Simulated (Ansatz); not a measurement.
A run on C3H4O3Sn, SMILES `[OH][Sn-]1[O]C=CC=[O+]1` with other settings.

```yaml
crystal:
  periodic: [false, false, false]
  atoms:
    - {symbol: O, position_ang: [0.230839, -2.384947, 0.474696]}
    - {symbol: Sn, position_ang: [-1.478169, -1.408373, 0.768772]}
    - {symbol: O, position_ang: [-0.345689, 0.243776, 1.598102]}
    - {symbol: C, position_ang: [0.395980, 1.041263, 0.960268]}
    - {symbol: C, position_ang: [0.483644, 1.204989, -0.417431]}
    - {symbol: C, position_ang: [-0.298067, 0.518373, -1.339403]}
    - {symbol: O, position_ang: [-1.162579, -0.371756, -1.108816]}
    - {symbol: H, position_ang: [0.204243, -3.318150, 0.695688]}
    - {symbol: H, position_ang: [1.029088, 1.689114, 1.580110]}
    - {symbol: H, position_ang: [1.177235, 1.943720, -0.794754]}
    - {symbol: H, position_ang: [-0.171126, 0.784989, -2.396532]}
basis:
  gaussian: {orbitals: def2-TZVP, fitting: {mean_field: def2-universal-jkfit}}
hamiltonian: {xc: {name: revPBE0}, dispersion: d3bj}
output: {forces: true}
```

```sh
$ ansatz run in.yaml --threads 4 --pin off --events-out ev --progress --plain --max-ram 11315MiB
```

It prints (some lines left out):

```
Functional definition: revPBE0
746 factors; integrals over basis functions are off by at most 8.8e-1 eV
mean field evaluation 1: about -15137.6974 eV, gradient 8.5e1 eV
mean field evaluation 2: about -15079.4412 eV, gradient 1.8e2 eV
mean field evaluation 4: about -15150.2696 eV, gradient 1.4e1 eV
mean field evaluation 8: about -15150.5941 eV, gradient 9.9e-2 eV
mean field evaluation 16: about -15150.5950 eV, gradient 2.5e-4 eV
mean field -15150.59499244 eV, -556.7740965300 hartree, gradient 5.8e-5 eV, S^2 0.000000; 0 other end points of the search recorded, 0 dependent functions left out
reference -15150.59503808 eV, -556.7740982075 hartree; 34, 34 occupied and 226, 226 virtual orbitals, 746 factors
Total energy: -15151.21460628 eV, -556.7968669187 hartree
Atom 0 at     0.230839    -2.384947     0.474696 Å, force     0.112114    -0.075137    -0.016616 eV/Å
Atom 1 at    -1.478169    -1.408373     0.768772 Å, force    -0.144074    -0.033432     0.051160 eV/Å
Atom 2 at    -0.345689     0.243776     1.598102 Å, force    -0.054268    -0.034253     0.127729 eV/Å
Atom 3 at     0.395980     1.041263     0.960268 Å, force     0.072306     0.071913     0.050703 eV/Å
Atom 4 at     0.483644     1.204989    -0.417431 Å, force     0.090261     0.089405    -0.047688 eV/Å
Atom 5 at    -0.298067     0.518373    -1.339403 Å, force     0.025569     0.036948    -0.104805 eV/Å
Atom 6 at    -1.162579    -0.371756    -1.108816 Å, force    -0.109322    -0.075523    -0.053476 eV/Å
Atom 7 at     0.204243    -3.318150     0.695688 Å, force    -0.006751     0.006662     0.000492 eV/Å
Atom 8 at     1.029088     1.689114     1.580110 Å, force     0.007073     0.006090     0.001696 eV/Å
Atom 9 at     1.177235     1.943720    -0.794754 Å, force     0.002694     0.003331    -0.001465 eV/Å
Atom 10 at    -0.171126     0.784989    -2.396532 Å, force     0.004400     0.003995    -0.007729 eV/Å
Dipole moment:    -0.034978     0.182887    -0.030761 e Å
```

It took 2.1 s on 4 threads of an Intel Xeon 6975P-C on a shared host, with 0.52 GiB of host memory at the peak.
